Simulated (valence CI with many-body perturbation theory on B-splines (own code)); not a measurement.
## Level structure of Bi XXXIV

Computed by configuration interaction combined with many-body perturbation theory (CI+MBPT): four valence electrons over a frozen Dirac-Fock core [Kr] 4d10, a basis of 8 s, 8 p, 9 d, 9 f, 6 g, 3 h, 2 i functions for each j, with the one-electron correlation potential Σ1, the two-electron term Σ2, the three-electron term Σ3, Breit, model QED; selected CI, second order for the rest, scaled by the run's own slope (own B-spline code, finite nucleus).

The last digits are not significant, and no measured levels were compared; by estimate large intervals hold to a few tenths of a per cent, small ones and those within an open d or f shell to about a per cent. Core correlation moves these levels by up to 5500 cm⁻¹, and in measured spectra 5 to 20 % of such shifts remained as error; rates that hang on mixing are uncertain with them. Only levels of the ground parity were solved; by the run's estimate the other parity begins above the list, which can be wrong where configurations are misplaced.

Levels 1 to 45 of 64, with energies above the lowest level, (4f5/2^4) J=4. "Leading %" is the weight of the configuration and term that name the level; weights of strongly mixed levels are sums over their largest components and can fall short. In the jj column 3d3/2^4 stands for four electrons in 3d with j = 3/2. Lifetimes count E1, E2, E3, M1 and M2 decay at the calculated energies, and are blank where another channel may lead or the interval is too uncertain; long ones can be off by a factor of two.

```
No.  Configuration  Term   J  E (cm⁻¹)  Leading %      g  Lifetime  Second component              Leading jj
  1            4f⁴    ⁵I   4       0.0         63  0.691                 28 % 4f⁴ ³H          4f5/2^4 (78 %)
  2            4f⁴    ⁵I   5     38766         83  0.920    364 μs       15 % 4f⁴ ³H    4f5/2^3 4f7/2 (88 %)
  3            4f⁴    ³F   2     40757         30  0.888    31.7 s       19 % 4f⁴ ³D          4f5/2^4 (93 %)
  4            4f⁴    ⁵I   6     62784         66  1.018   1.49 ms       23 % 4f⁴ ³K    4f5/2^3 4f7/2 (62 %)
  5            4f⁴    ³G   4     67863         26  0.991    284 μs       22 % 4f⁴ ⁵I    4f5/2^3 4f7/2 (75 %)
  6            4f⁴    ⁵F   1     70569         70  0.179   1.27 ms       26 % 4f⁴ ³D    4f5/2^3 4f7/2 (94 %)
  7            4f⁴    ³K   7     75064         36  1.046   16.9 ms       34 % 4f⁴ ⁵I    4f5/2^3 4f7/2 (74 %)
  8            4f⁴    ⁵F   3     80679         44  1.050    814 μs       32 % 4f⁴ ³G    4f5/2^3 4f7/2 (93 %)
  9            4f⁴    ³K   8     83161         31  1.058    117 ms       19 % 4f⁴ ¹L    4f5/2^3 4f7/2 (83 %)
 10            4f⁴    ⁵G   2     83513         48  0.699    910 μs       17 % 4f⁴ ⁵F    4f5/2^3 4f7/2 (92 %)
 11            4f⁴    ⁵G   3     87413         50  0.996    335 μs       20 % 4f⁴ ³F    4f5/2^3 4f7/2 (96 %)
 12            4f⁴    ⁵S   2     90321         38  1.493   1.60 ms       29 % 4f⁴ ³P    4f5/2^3 4f7/2 (81 %)
 13            4f⁴    ³G   5    103270         30  1.136    646 μs       17 % 4f⁴ ⁵F    4f5/2^3 4f7/2 (72 %)
 14            4f⁴    ³K   6    106070         61  0.933    151 μs       28 % 4f⁴ ⁵I  4f5/2^2 4f7/2^2 (73 %)
 15            4f⁴    ³P   0    109930         48           270 ms       47 % 4f⁴ ⁵D          4f5/2^4 (86 %)
 16            4f⁴    ⁵I   7    115130         47  1.023    253 μs       46 % 4f⁴ ³L  4f5/2^2 4f7/2^2 (62 %)
 17            4f⁴    ⁵F   4    115210         55  1.219    430 μs       13 % 4f⁴ ⁵G  4f5/2^2 4f7/2^2 (56 %)
 18            4f⁴    ⁵I   8    123560         42  1.067    364 μs       40 % 4f⁴ ³M  4f5/2^2 4f7/2^2 (66 %)
 19            4f⁴    ⁵G   4    132090         52  1.013    125 μs       26 % 4f⁴ ³H  4f5/2^2 4f7/2^2 (84 %)
 20            4f⁴    ⁵F   2    135330         39  1.116    164 μs       25 % 4f⁴ ¹D  4f5/2^2 4f7/2^2 (88 %)
 21            4f⁴    ³G   3    137020         49  0.918    175 μs       24 % 4f⁴ ⁵G  4f5/2^2 4f7/2^2 (94 %)
 22            4f⁴    ⁵G   5    139970         30  1.207    334 μs       25 % 4f⁴ ⁵F  4f5/2^2 4f7/2^2 (58 %)
 23            4f⁴    ⁵D   1    141030         73  1.421    461 μs       21 % 4f⁴ ³P    4f5/2^3 4f7/2 (78 %)
 24            4f⁴    ³F   4    142340         31  1.145    454 μs       18 % 4f⁴ ⁵D    4f5/2^3 4f7/2 (64 %)
 25            4f⁴    ³F   2    142400         32  1.160    217 μs       27 % 4f⁴ ¹D  4f5/2^2 4f7/2^2 (79 %)
 26            4f⁴    ³I   5    142490         41  1.041    245 μs       26 % 4f⁴ ⁵F  4f5/2^2 4f7/2^2 (67 %)
 27            4f⁴    ³P   1    144450         64  1.101    259 μs       16 % 4f⁴ ⁵F  4f5/2^2 4f7/2^2 (78 %)
 28            4f⁴    ⁵G   6    150060         43  1.186    803 μs       34 % 4f⁴ ³H    4f5/2^3 4f7/2 (47 %)
 29            4f⁴    ³D   3    150130         31  1.251    520 μs       27 % 4f⁴ ⁵D  4f5/2^2 4f7/2^2 (73 %)
 30            4f⁴    ³L   8    151180         66  1.008    560 μs       30 % 4f⁴ ¹L  4f5/2^2 4f7/2^2 (94 %)
 31            4f⁴    ³M   9    151230         67  1.040    354 μs       33 % 4f⁴ ³L  4f5/2^2 4f7/2^2 (99 %)
 32            4f⁴    ³H   5    155140         48  1.095    301 μs       33 % 4f⁴ ⁵G  4f5/2^2 4f7/2^2 (69 %)
 33            4f⁴    ³P   0    155470         92           730 μs        7 % 4f⁴ ⁵D  4f5/2^2 4f7/2^2 (96 %)
 34            4f⁴    ³F   4    157030         49  1.147    285 μs       18 % 4f⁴ ¹G  4f5/2^2 4f7/2^2 (70 %)
 35            4f⁴    ³F   2    159550         39  0.768    121 μs       24 % 4f⁴ ⁵G  4f5/2^2 4f7/2^2 (92 %)
 36            4f⁴    ³I   6    161430         57  1.052    473 μs       32 % 4f⁴ ³H  4f5/2^2 4f7/2^2 (86 %)
 37            4f⁴    ⁵D   2    164860         60  1.343    523 μs       11 % 4f⁴ ³F  4f5/2^2 4f7/2^2 (56 %)
 38            4f⁴    ³I   7    169350         52  1.060    236 μs       20 % 4f⁴ ¹K  4f5/2^2 4f7/2^2 (77 %)
 39            4f⁴    ³K   7    172640         63  1.019    118 μs       12 % 4f⁴ ⁵I    4f5/2 4f7/2^3 (70 %)
 40            4f⁴    ³H   6    176500         53  1.095    288 μs       26 % 4f⁴ ¹I  4f5/2^2 4f7/2^2 (59 %)
 41            4f⁴    ³F   3    178050         30  1.208    550 μs       26 % 4f⁴ ³D  4f5/2^2 4f7/2^2 (60 %)
 42            4f⁴    ³M  10    178860         70  1.066   4.14 ms       30 % 4f⁴ ¹N  4f5/2^2 4f7/2^2 (83 %)
 43            4f⁴    ⁵I   8    179080         32  1.065    134 μs       30 % 4f⁴ ³M    4f5/2 4f7/2^3 (64 %)
 44            4f⁴    ³G   4    182410         35  1.080    183 μs       23 % 4f⁴ ³H  4f5/2^2 4f7/2^2 (63 %)
 45            4f⁴    ³K   6    187720         45  1.039    353 μs       30 % 4f⁴ ⁵G  4f5/2^2 4f7/2^2 (48 %)
```

Where two levels of one J and parity lie close, their mixing, g and order are uncertain.

The ionisation energy to 4f³ ⁴I°9/2 of the next ion comes out as 1290.4 eV (NIST: 1310 ± 70 eV (theoretical)). All 64 levels together are meant to be complete up to 227410 cm⁻¹.
